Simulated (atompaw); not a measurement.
**What one change does to a pseudopotential (Ag (Z = 47), PAW (atompaw))**

- Element: silver (Ag)
- Generator: atompaw 4.2.0.5
- Type: PAW
- Functional: PBE
- Relativity: scalar-relativistic
- Frozen core: [Ar] 3d10
- Valence charge: 19
- Reference configuration: 4s2 4p6 4d10 5s1 5p0
- Partial waves: 4s (bound): rc 1.55 bohr; 5s (bound): rc 1.55 bohr; 4p (bound): rc 1.40 bohr; 5p (bound, empty): rc 1.55 bohr; 4d (bound): rc 1.55 bohr; 4d channel at 0.2 Ry: rc 1.55 bohr
- Local potential: bessel scheme, radius 1.45 bohr
- Core correction: smooth core density matched at 1.30 bohr
- Augmentation charge: sinc compensation charge, radius 1.25 bohr; PAW radius 1.55 bohr; waves and projectors: modrrkj vanderbiltortho

Change: wave 5s (bound): rc 1.55 bohr becomes 5s (bound): rc 0.98 bohr.

Cutoffs: the cutoffs (Ry, on a coarse ladder) from which the occupation-weighted sum of valence levels, in a spherical-Bessel basis at the reference potential, stays within 10 and 1 mRy of its value at 400 Ry; they do not see the model core or the augmentation charge, which bear on the density cutoff.

Question: What does the change do?

Answer: The potential gets harder (50 Ry and 100 Ry → 90 Ry and 110 Ry); a bound ghost appears in s, which as a rule spoils a file; the range in which the s phases agree narrows (upper end at the end of the scan → 2.1).

| quantity | base | changed |
| --- | --- | --- |
| cutoff, loose | 50 Ry | 90 Ry |
| cutoff, tight | 100 Ry | 110 Ry |
| loose cutoff by channel (10 mRy a level) | s 18 Ry, p 30 Ry, d 35 Ry | s 90 Ry, p 30 Ry, d 35 Ry |
| bound ghosts | none | s |
| s: phases at 1.55 bohr within 0.05 rad from the reference energy up to (Ry; the scan ends near 5) | to the end of the scan | 2.1 |
| p: phases at 1.55 bohr within 0.05 rad from the reference energy up to (Ry; the scan ends near 5) | to the end of the scan | to the end of the scan |
| d: phases at 1.55 bohr within 0.05 rad from the reference energy up to (Ry; the scan ends near 5) | to the end of the scan | to the end of the scan |
| lowest overlap eigenvalue by channel | s 0.54, p 0.89, d 0.00 | s 0.18, p 0.89, d 0.00 |

 A true bound ghost makes a file unfit for plane-wave use even where its test errors are small: the radial tests pick states by their node count and pass the ghost by. The cutoffs see the waves, projectors and local potential, not the compensation charge or the core.
